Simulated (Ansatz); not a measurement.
Q: Name a neutral molecule of C, Ga, N and H with zero-point energy (PBE0-D4/def2-TZVP) between 120 and 136 kJ/mol and HOMO–LUMO gap (PBE/def2-TZVPP) between 3.15 and 3.45 eV (Ansatz, PBE0-D4/def2-TZVP geometry).

A: `[GaH2][C]1=NC1` (128.1 kJ/mol, 3.17 eV). Other molecules can fit too; these were computed, each in one conformer that needn't be the lowest.
